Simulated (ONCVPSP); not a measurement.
**Cutoff test, Ba (Z = 56), ONCV**

ONCVPSP 4.0.1 input, shortened (lines: element, Z, core and valence counts, functional; n l f; lmax; l rc ep ncon nbas qcut; lloc lpopt rc5 dvloc0; l nproj debl; icmod fcfact rcfact), BLYP, scalar-relativistic:

```
  Ba 56.00    9    3  -106131      upf
    1    0    2.00
    2    0    2.00
    2    1    6.00
    3    0    2.00
    3    1    6.00
    3    2   10.00
    4    0    2.00
    4    1    6.00
    4    2   10.00
    5    0    2.00
    5    1    6.00
    6    0    2.00
    2
    0    2.40    0.00    4    7    5.80
    1    1.80    0.00    4    8    4.00
    2    1.80    0.16    3    6    4.90
    2    5    1.80    0.00
    0    2    0.50
    1    1    0.50
    2    0    1.60
    0    0.00    0.00
```

In the d channel the program set the typed energies aside and used 0.050 Ha.

Task: For each optimised wave give the share of its norm inside rc, the residual kinetic energy above qcut (Ha) and the cutoffs (Ha) for errors of 10, 1, 0.1 and 0.01 mHa per electron.

Result:

```
         wave  norm inside rc  residual KE  10 mHa  1 mHa  0.1 mHa  0.01 mHa
           5s           0.910      1.6e-07     7.7   10.3     12.3      13.9
           6s           0.050      6.7e-08     5.6    9.0     11.5      13.5
           5p           0.468      6.7e-03     6.9   32.4     60.6      70.2
d projector 1           0.199      2.0e-04     3.9    5.7     35.0      65.1
```

The occupied waves need 32 Ha and 61 Ha for 1 and 0.1 mHa.
